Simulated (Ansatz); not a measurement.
Reaction (redistribution): `C[SiH2][Se]C` + `C[O][W](=[NH])(=[NH])[Cl]` → `CO[SiH2][Se]C` + `[CH3][W](=[NH])(=[NH])[Cl]`

Gas-phase electronic energies from Ansatz, PBE0-D4/def2-TZVP geometries. CBS: MP2 limit from def2 TZ/QZ plus the TZ coupled-cluster correction, frozen cores. Functionals use def2-TZVPP. def2 core potentials past Kr. For Se, W outer-core shells are correlated without core-valence functions, which leaves a few kJ/mol of doubt a bond. Scalar relativity is left out up to krypton. Each species was taken in one conformer, which may not be the lowest.

```csv
level,ΔE (kcal/mol)
ωB97X-V,4.6
SCS-MP2/def2-TZVPP,2.5
CCSD(T)/def2-TZVPP,3.0
CCSD/CBS(def2),1.8
```

(1) What does CCSD(T)/CBS give? (Estimate.)

Largest T1 diagnostic among the species: 0.020.

## Answers

(1) Computed: +2.4 kcal/mol. The listed levels differ from it by 2.2, 0.1, 0.6, -0.6 kcal/mol.

From PBE to PBE0 (25 % exact exchange), in def2-TZVPP and without D4, ΔE moves by −1.1 kcal/mol.
